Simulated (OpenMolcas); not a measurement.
**3s2 3p3 along the 15-electron sequence**

```yaml
Program: OpenMolcas
Method: CASSCF
Basis: ANO-RCC-VTZP
Scalar_Hamiltonian: DKH2, point nucleus
Spin-orbit_coupling: state interaction with AMFI integrals over the reference wave functions, term energies averaged over their components
```

Active space for each ion: 5 electrons in 4 orbitals (3s 3p).

Computed levels in cm-1 above 4S* 3/2:

```
                                Level      P     S+   Cl2+   Ar3+
                              2D* 3/2  15362  19200  22605  25996
                              2D* 5/2  15374  19231  22680  26144
                              2P* 1/2  20753  26244  31269  36342
                              2P* 3/2  20757  26265  31334  36485
weight of 4S* in the lowest level (%)    100    100    100    100
```

Measured, with the error of the calculation in %. Measured levels: P, S+ from NIST Handbook of Basic Atomic Spectroscopic Data; Cl2+ from Moore, Atomic Energy Levels, vol. I, NSRDS-NBS 35 (1971 reprint of NBS Circular 467, 1949); Ar3+ from Saloman, J. Phys. Chem. Ref. Data 39, 033101 (2010).

```csv
Level,P,S+,Cl2+,Ar3+
2D* 3/2,11361 (+35.2),14853 (+29.3),18053 (+25.2),21091 (+23.3)
2D* 5/2,11377 (+35.1),14885 (+29.2),18120 (+25.2),21220 (+23.2)
2P* 1/2,18723 (+10.8),24525 (+7.0),29812 (+4.9),34855 (+4.3)
2P* 3/2,18748 (+10.7),24572 (+6.9),29907 (+4.8),35032 (+4.1)
```

2D* 3/2 changes by a factor of 1.69 over the same range, with steps per unit of Z of +3840, +3400, +3390 cm-1.

Without dynamic correlation excited terms often stand tens of per cent too high (terms of higher spin than the ground term too low), and those without a measured partner can miss by more than the paired ones (holds for P; S+). No level of 3s 3p4 was computed, though it lies in the active space (holds for P). Computed and measured levels are paired by configuration, term and J; levels that our copy of the source lacks, or whose pairing is in doubt (as where it misses far off the trend of its configuration), stay unpaired and out of the deviations. Only configurations of the active space appear.

* marks odd parity.
